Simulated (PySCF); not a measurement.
**BeBr₂: from structure and modes to constants**

Computed with PBE0/[Be def2-TZVP, Br def2-TZVP], no relativity, density fitting, PySCF.

The singlet minimum has D∞h symmetry. Masses (u): Be 9.01218, Br 78.91834.

```xyz
3
charge 0 multiplicity 1, angstrom
Be    0.0000    0.0000    0.0000
Br    1.9529    0.0000    0.0000
Br   -1.9529    0.0000    0.0000
```

Harmonic wavenumbers (cm⁻¹): 212.8 (πu, ×2), 240.3 (σg+, ×1), 1002.8 (σu+, ×1).

(1) Find the principal moments of inertia and the rotational constants. What kind of rotor is it?

(2) What is the harmonic zero-point energy?

(3) Find the vibrational entropy and heat capacity at 298.15 K.

(4) Find the bond force constant k and the stretch–stretch coupling k′ of the valence force field.

Answers

(1) About the centre of mass I = 601.94 u Å². With B = 16.8576/I this gives 0.02801 cm⁻¹. The molecule is linear.

(2) Half the sum of all 4 wavenumbers, 1669/2 = 834 cm⁻¹, which is 10.0 kJ/mol (1 cm⁻¹ = 0.0119627 kJ/mol).

(3) With u = 1.43878 ω/T, each mode gives S = R[u/(eᵘ−1) − ln(1−e⁻ᵘ)] and C = R u² eᵘ/(eᵘ−1)².
| ω (cm⁻¹) | u | S (J/(mol K)) | C (J/(mol K)) |
| --- | --- | --- | --- |
| 212.8 (×2) | 1.027 | 8.45 | 7.62 |
| 240.3 | 1.159 | 7.54 | 7.44 |
| 1002.8 | 4.839 | 0.39 | 1.57 |
The sums over all modes are S = 24.8 and C = 24.2 J/(mol K); the softest mode gives 34 % of the entropy (each member, where degenerate).

(4) For linear XMX, 4π²c²ω(σg)² = (k + k′)/mX and 4π²c²ω(σu)² = (k − k′)(1 + 2mX/mM)/mX. So k + k′ = 2.684 and k − k′ = 2.526 mdyn/Å, giving k = 2.605 and k′ = 0.079 mdyn/Å.
